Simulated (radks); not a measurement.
Problem. Os+, configuration [Xe] 4f14 5d6 6s1. All-electron calculation, scalar-relativistic Kohn-Sham, PBE, spin-polarised, spherical densities, point nucleus; open shells are filled with parallel spins first (spin-orbit coupling, left out, can overturn this in heavy ions). Program: a radial shooting solver on a logarithmic mesh with Libxc functionals. Some entries of the table are withheld. Estimate them.

orbital  occ.  eigenvalue (hartree)  <r> (bohr)
1s up       1             -2715.357     0.01773
1s down     1             -2715.357     0.01773
2s up       1             -473.1354     0.07489
2s down     1             -473.1271     0.07489
2p up       3             -411.9652     0.06728
2p down     3             -411.9585     0.06728
3s up       1             -110.3231      0.1939
3s down     1             -110.3202      0.1939
3p up       3             -92.36584      0.1945
3p down     3             -92.36255      0.1945
3d up       5             -72.32373      0.1762
3d down     5             -72.31790      0.1762
4s up       1             -23.50938      0.4318
4s down     1             -23.50135      0.4318
4p up       3             -17.62057      0.4594
4p down     3             -17.61302      0.4594
4d up       5             -10.31469      0.4891
4d down     5             -10.30582      0.4889
5s up       1              -3.68035       1.009
5s down     1              -3.61357       1.003
4f up       7              -2.20061         (1)
5p up       3                   (2)       1.174
4f down     7              -2.18525         (3)
5p down     3                   (4)       1.164
5d up       5              -0.55949       1.746
6s up       1              -0.51415       2.729
5d down     1              -0.44894       1.769
6s down     0              -0.42468       2.850
6p up       0              -0.28013       3.625
6p down     0              -0.21800       3.908

Solution. 
(1) 4f up <r> (bohr): 0.5580
(2) 5p up eigenvalue (hartree): -2.19455
(3) 4f down <r> (bohr): 0.5551
(4) 5p down eigenvalue (hartree): -2.10723
